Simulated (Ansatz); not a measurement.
Cost and result for the atomization energy of `F[Si](Cl)(O[SiH3])O[SiH3]` (13 atoms, 12 bonds).

```xyz
13

F    -0.973    1.423   -1.813
Si   -0.247    0.806   -0.556
Cl    1.058    2.201    0.138
O    -1.353    0.473    0.546
Si   -1.817    0.315    2.114
O     0.538   -0.516   -0.996
Si    1.878   -1.216   -1.646
H    -1.268    1.438    2.911
H    -3.298    0.335    2.150
H    -1.312   -0.974    2.647
H     3.092   -0.645   -1.014
H     1.905   -0.971   -3.108
H     1.796   -2.669   -1.374
```

Total charge 0; spin multiplicity 1. The geometry is a stationary point of PBE0-D4/def2-TZVP. It is one conformer, not always the lowest. Program: Ansatz. All runs use 2 threads of an AMD EPYC 7R13 on a shared host and a share of an NVIDIA H100 80 GB. Times are those of one run each, without the atoms' runs, and a repeat can differ threefold. Electronic energies, without spin–orbit coupling; frozen cores. CCSD(T)/CBS adds CCSD(T) − MP2 in def2-TZVPP to the MP2 limit, and its time is that of the two runs behind it. T1 = 0.011. B3LYP takes the VWN-RPA correlation (the form of Gaussian; ORCA's B3LYP/G).

CCSD(T)/CBS is a level of theory with its own doubt, some kJ/mol a heavy atom from the limit and from the frozen cores, so smaller differences don't rank the functionals.

```json
{"level": "PBE0-D4/def2-TZVPP", "functions": "345", "wall time": "2 s", "atomization (kcal/mol)": "1138.0", "difference from CCSD(T)/CBS": "-27.9", "per bond": "-2.3"}
{"level": "r2SCAN-D4/def2-TZVPP (with forces)", "functions": "345", "wall time": "2.7 s", "atomization (kcal/mol)": "1159.3", "difference from CCSD(T)/CBS": "-6.6", "per bond": "-0.6"}
{"level": "PBE-D4/def2-TZVPP (with forces)", "functions": "345", "wall time": "2.9 s", "atomization (kcal/mol)": "1150.9", "difference from CCSD(T)/CBS": "-15.0", "per bond": "-1.3"}
{"level": "B2PLYP/def2-TZVPP", "functions": "345", "wall time": "3.1 s", "atomization (kcal/mol)": "1142.9", "difference from CCSD(T)/CBS": "-23.0", "per bond": "-1.9"}
{"level": "B3LYP-D4/def2-TZVPP (with forces)", "functions": "345", "wall time": "3.5 s", "atomization (kcal/mol)": "1150.8", "difference from CCSD(T)/CBS": "-15.1", "per bond": "-1.3"}
{"level": "MP2/def2-QZVPP", "functions": "631", "wall time": "4.3 s", "atomization (kcal/mol)": "1178.6", "difference from CCSD(T)/CBS": "12.7", "per bond": "1.1"}
{"level": "ωB97X-V/def2-TZVPP", "functions": "345", "wall time": "4.4 s", "atomization (kcal/mol)": "1165.2", "difference from CCSD(T)/CBS": "-0.7", "per bond": "-0.1"}
{"level": "ωB97M-V/def2-TZVPP (with forces)", "functions": "345", "wall time": "7 s", "atomization (kcal/mol)": "1161.9", "difference from CCSD(T)/CBS": "-4.0", "per bond": "-0.3"}
{"level": "CCSD(T)/def2-TZVPP", "functions": "345", "wall time": "8 s", "atomization (kcal/mol)": "1130.0", "difference from CCSD(T)/CBS": "-35.9", "per bond": "-3.0"}
{"level": "CCSD(T)/CBS(def2)", "functions": "–", "wall time": "12 s", "atomization (kcal/mol)": "1165.9", "difference from CCSD(T)/CBS": "0.0", "per bond": "0.0"}
```

The D4 term adds +15.0 kcal/mol with B3LYP and +8.0 kcal/mol with PBE0; it sums over pairs of atoms, weighted by their polarisabilities, and B3LYP, whose exchange is more repulsive, gets the larger term. From PBE to PBE0 (25 % exact exchange), in def2-TZVPP and without D4, the atomization energy moves by −11.6 kcal/mol: exact exchange takes away binding that semilocal exchange gives to molecules. In def2-TZVPP, CCSD(T) changes the Hartree–Fock value by +255.1 kcal/mol (the triples alone add +14.2 kcal/mol) and MP2 by +281.5 kcal/mol; breaking electron pairs costs correlation energy, which Hartree–Fock lacks.
